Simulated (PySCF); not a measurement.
**Pd3+: what the settings change**

The free ion Pd3+ in its d7 configuration.

Method (PySCF 2.14, density fitting): CASSCF(7,5) with orbitals averaged over all microstates of the shell, strongly contracted NEVPT2 on the averaged canonical orbitals; basis x2c-TZVPall; spin-free X2C; gas phase; spin-orbit coupling by state interaction with the mean-field operator over all roots.

Base run: NEVPT2 ground state 4F, next 4P at 13031, then 2G at 14769 cm⁻¹, B(NEVPT2) 871, ζ 1636 cm⁻¹, μeff(300 K) 6.62 μB.

Q: What happens with the basis x2c-TZVPPall?

A: NEVPT2 ground state 4F, next 4P at 11711, then 2G at 14085 cm⁻¹, B(NEVPT2) 786, ζ 1636 cm⁻¹, μeff(300 K) 6.62 μB.
